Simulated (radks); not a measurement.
Q: Nd I, configuration [Xe] 4f4 6s2 (the NIST ground configuration). Calculated with a radial shooting solver on a logarithmic mesh with Libxc functionals: Dirac Kohn-Sham, PW91, spin-unpolarised, spherical densities, finite nucleus; open shells fill j = l - 1/2 first; Fermi nuclear charge, rms radius 4.9123 fm.

Spin-orbit splittings of the eigenvalues, e(l+1/2) - e(l-1/2), with zeta = 2 splitting/(2l+1) and mean radii in bohr:

shell  occ.  splitting (eV)  zeta (eV)  <r> j=l-1/2  <r> j=l+1/2
2p        6               ?          ?      0.08421      0.09062
3p        6           103.8      69.23       0.2556       0.2681
3d       10           22.45      8.979       0.2394       0.2433
4p        6           22.53      15.02       0.6238       0.6520
4d       10           3.978      1.591       0.7015       0.7116
4f        4          0.4006     0.1144        1.123        1.149
5p        6           3.023      2.015        1.667        1.760
5d        0          0.1666    0.06666        3.263        3.375
6p        0          0.1680     0.1120        5.962        6.291

Estimate the 2p splitting.

A: 520.2 eV (zeta = 346.8 eV).
